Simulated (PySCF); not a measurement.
## Pb(II) with different ligands

Computed with PySCF 2.14.0, B3LYP, def2-SVP on the ligands, density fitting, scalar-relativistic core potentials, no spin-orbit coupling, vacuum. The metal has def2-SVP with ECP60. Each complex is relaxed within the symmetry of a template of the same shape. Distances are means of the shortest metal–ligand contacts, charges and spins Mulliken's; removal energies are rigid, with the ligand's formal charge and no counterpoise, so too large; for an anion taken off a cation in vacuum most of it is the attraction of opposite charges, and multiply charged cations can part far more cheaply with an electron moved from ligand to metal.

```tsv
complex	point group	M–first ligand (Å)	charge on M (e)	HOMO–LUMO gap (eV)	removal of one first-named ligand (eV)	strongest infrared band, degenerate modes summed (cm⁻¹)	unstable modes (below −25 cm⁻¹)
[PbBr3]−	C3v	2.788	0.55	4.83	2.71	171	0
[Pb(NH2)3]−	Cs	2.301	0.28	5.29	3.83	–	2
```

Q: What does the calculation give for [Pb(CN)3]−?

A: point group: C3v, M–first ligand (Å): 2.370, charge on M (e): 0.51, HOMO–LUMO gap (eV): 6.35, removal of one first-named ligand (eV): 3.32, unstable modes (below −25 cm⁻¹): not given.
```xyz
7

Pb    0.3591    1.2192    0.0000
C    -0.4195   -0.2086    1.7242
N    -0.8773   -0.7479    2.6516
C    -0.4195   -0.2086   -1.7242
N    -0.8773   -0.7479   -2.6516
C     2.5317    0.2720    0.0000
N     3.6659   -0.0007    0.0000
```

Members with unstable modes aren't minima as they stand: saddle points kept by symmetry or, where the modes are soft, flat surfaces and noise. Moved off a saddle point of the template and relaxed again: [PbBr3]−, [Pb(CN)3]−, [Pb(NH2)3]−. One start shape was tried for each, so a minimum needn't be the lowest isomer.
